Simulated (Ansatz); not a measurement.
# Worked example: C3H7FSn + C2H7NZn → C3H9NSn + C2H5FZn

Gas-phase species: C3H7FSn `C[CH](C)[Sn][F]`, singlet; C2H7NZn `C[CH2][Zn][NH2]`, singlet; C3H9NSn `C[CH](C)[Sn][NH2]`, singlet; C2H5FZn `C[CH2][Zn][F]`, singlet. The partners trade F for NH2: Sn–F and Zn–NH2 bonds give way to Sn–NH2 and Zn–F.

Shapes, held fixed at every level: PBE0-D4/def2-TZVP. Flexible molecules stand in one conformer, not always the lowest. Programs: Ansatz 0.2.0. The zero-point and thermal change to 298 K, harmonic and unscaled (PBE0-D4/def2-TZVP), is +1.7 kJ/mol.

At wB97M-V/def2-TZVPP; 1 Eh = 2625.50 kJ/mol:

```
species   energy (Eh)
C3H7FSn   -432.656430
C2H7NZn  -1914.456927
C3H9NSn   -388.722064
C2H5FZn  -1958.394633
```

Question: Work out ΔH(298 K) of the reaction at this level.

Answer: 
1. Products less reactants: (-388.722064) + (-1958.394633) − [(-432.656430) + (-1914.456927)] = -0.003340 Eh = -8.8 kJ/mol.
2. With the thermal change: -8.8 + (+1.7) = -7.1 kJ/mol.

Other levels give -12.4 (HF/def2-TZVPP) to -6.5 kJ/mol (wB97X-V/def2-TZVPP). No measured value is set beside it here. For atoms past krypton def2 sets carry core potentials with scalar relativity. Relativity is left out for Zn.
